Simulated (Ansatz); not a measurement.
Mulliken charges of CH4SSn, SMILES `[CH2]1[S][SnH2]1` from PBE/def2-TZVPP in Ansatz (PBE0-D4/def2-TZVP geometry).

| atom | x (Å) | y (Å) | z (Å) | charge (e) |
| --- | --- | --- | --- | --- |
| C1 | -0.640 | -0.337 | -0.814 | -0.339 |
| S2 | -0.270 | -1.706 | 0.361 | -0.327 |
| Sn3 | 0.621 | 0.478 | 0.674 | 0.581 |
| H4 | -1.678 | -0.019 | -0.821 | 0.124 |
| H5 | -0.221 | -0.472 | -1.807 | 0.124 |
| H6 | -0.033 | 1.355 | 1.964 | -0.082 |
| H7 | 2.283 | 0.633 | 0.398 | -0.082 |

By hand: the dipole of these point charges (1 e Å = 4.8032 D).

Σ q r = (0.246, 0.726, 0.030) e Å, of length 0.767 e Å = 3.68 D.

How does the dipole of the full density compare? (Best estimate.)

Computed: (0.103, 0.490, -0.073) e Å, 2.43 D; the point charges give 1.51 times that, at 13° from its direction.

Point charges leave out the atoms' own dipoles, such as those of lone pairs, and Mulliken's split depends on the basis, so the two needn't agree.
